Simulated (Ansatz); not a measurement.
The cluster Ca3Te2. Charge 0, multiplicity 1. Geometry PBE-D4/def2-SVP; atoms count from 1.

```xyz
5

Ca   -0.6667    0.7551   -1.5390
Ca    2.3026    1.3518    0.5834
Ca   -0.4193   -1.0556    1.4622
Te   -2.7746    0.1173    0.3124
Te    1.5580   -1.1686   -0.8191
```

In the def2 sets Te takes a core potential; there is no spin–orbit coupling. The restricted singlet is unstable towards broken spin symmetry at other levels; at PBE0-D4/def2-TZVP this wasn't settled. The geometry of the singlet was relaxed on an unsound state (restricted singlet, unstable towards broken spin symmetry at other levels and untested here). Another isomer (singlet) lies 0.37 eV lower at PBE0-D4/def2-TZVP; other spin states weren't run for this one.

Question: Estimate the Mulliken populations from the PBE0/def2-TZVP orbitals of Ansatz.

Answer: 
```json
{"atom": "Ca1", "charge (e)": "0.70"}
{"atom": "Ca2", "charge (e)": "0.20"}
{"atom": "Ca3", "charge (e)": "0.71"}
{"atom": "Te4", "charge (e)": "-0.82"}
{"atom": "Te5", "charge (e)": "-0.78"}
```
Mulliken values and Mayer orders depend strongly on the basis.

Question: And the Mayer bond orders between bonded heavy atoms (over 0.3)?

Answer: Ca1–Ca2 0.47 (3.70 Å); Ca1–Te4 0.94 (2.88 Å); Ca1–Te5 0.61 (3.03 Å); Ca2–Ca3 0.46 (3.74 Å); Ca2–Te5 0.63 (2.98 Å); Ca3–Te4 0.95 (2.87 Å); Ca3–Te5 0.62 (3.02 Å).
